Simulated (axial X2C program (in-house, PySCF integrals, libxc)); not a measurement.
**Low determinants of NaY⁺ at the PBE0 level, 2c**

All values were computed with an in-house all-electron X2C program for linear molecules (integrals from PySCF). Two-component (2c) means X2C with spin–orbit coupling and atomic mean-field two-electron Coulomb and Gaunt terms. Basis: Y dyall-cv3z [11s12p9d6f3g], Na dyall-cv3z [9s8p5d2f] (cores contracted in-house); Gaussian nuclei, density fitting, unrestricted open shells. Masses: Y 88.906 u, Na 22.990 u.

Search at 3.525 Å (vertical energies from the lowest determinant):

| ΔE (eV) | state | electrons beyond evenly filled partner blocks | electrons in ±ω = 1/2, 3/2, 5/2, 7/2 |
| --- | --- | --- | --- |
| 0.00 | Ω = 1/2 | ω = 1/2 | 35 12 2 0 |
| 0.16 | Ω = 3/2 | ω = 3/2 | 34 13 2 0 |
| 0.21 | Ω = 5/2 | ω = 5/2 | 34 12 3 0 |
| 0.82 | Ω = 1/2 | 2 × ω = -1/2, ω = 3/2 | 34 13 2 0 |
| 0.87 | Ω = 7/2 | 2 × ω = 1/2, ω = 5/2 | 34 12 3 0 |
| 1.28 | Ω = 9/2 | ω = 1/2, ω = 3/2, ω = 5/2 | 33 13 3 0 |
| 1.31 | Ω = 1/2 | ω = 1/2 | 33 14 2 0 |

Lowest determinant, Ω = 1/2 (⟨Sz⟩ = 0.50, ⟨Lz⟩ = 0.00 at PBE0): Re = 3.516 Å, ωe = 134.3 cm⁻¹.

The determinant in row 2 of the search, Ω = 3/2 (⟨Sz⟩ = 0.49, ⟨Lz⟩ = 1.01 at PBE0), was followed along the bond at PBE0; measured from the minimum of the lowest determinant it gives:

Te = 0.159 eV (1281 cm⁻¹), Re = 3.481 Å, ωe = 128.3 cm⁻¹.

Question: Compare the bond of the determinant in row 2 with that of the lowest one.

Answer: At PBE0 its Re is 0.035 Å shorter and its force constant, which goes as ωe², is 0.91 times that of the lowest determinant. T0 ≈ Te + Δωe/2 = 1281 + (-3) = 1278 cm⁻¹.

The search compares states at one distance, so a state with another bond length can lie lower; it is not exhaustive and yields mostly the lowest determinant of each block pattern, so other components and higher states of one pattern are missing. These are energies of single determinants, not of spin-adapted states; PBE0 term energies can be off by some tenths of an eV, and the functional has no current term. The lowest determinant need not be the ground state where others lie within half an eV.
